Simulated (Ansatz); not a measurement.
`N=[C]1[CH2][GeH2]1` and `N=[C]1[CH2][GeH]1[F]` differ in one atom or group.

Ansatz, PBE0-D4/def2-TZVP geometries, multiplicity 1. Each molecule was computed in one conformer, which needn't be the lowest.

Scalar relativity is left out up to krypton.

```csv
property,`N=[C]1[CH2][GeH2]1`
LUMO energy (PBE0/def2-TZVPP) / eV,-0.80
size of the dipole moment (PBE/def2-TZVPP) / D,2.11
size of the dipole moment (B3LYP/def2-TZVPP) / D,2.19
HOMO–LUMO gap (B3LYP/def2-TZVPP) / eV,5.42
HOMO energy (PBE/def2-TZVPP) / eV,-5.45
HOMO–LUMO gap (ωB97M-V/def2-TZVPP) / eV,10.18
```

Question: What does the change do to each property? (Best estimate.)

Answer: Ansatz gave: 
```tsv
property	`N=[C]1[CH2][GeH]1[F]`	shift
LUMO energy (PBE0/def2-TZVPP) / eV	-1.41	-0.61
size of the dipole moment (PBE/def2-TZVPP) / D	1.53	-0.58
size of the dipole moment (B3LYP/def2-TZVPP) / D	1.70	-0.49
HOMO–LUMO gap (B3LYP/def2-TZVPP) / eV	4.93	-0.49
HOMO energy (PBE/def2-TZVPP) / eV	-5.55	-0.10
HOMO–LUMO gap (ωB97M-V/def2-TZVPP) / eV	9.62	-0.56
```

With PBE0 the HOMO falls by 0.11 eV and the LUMO falls by 0.61 eV, so the gap narrows by about 0.50 eV. PBE moves the HOMO by -0.10 eV and ωB97M-V by -0.10 eV. Dipoles are sizes alone; their direction can turn.

B3LYP here is the variant with VWN-RPA as its local correlation; programs differ in this.
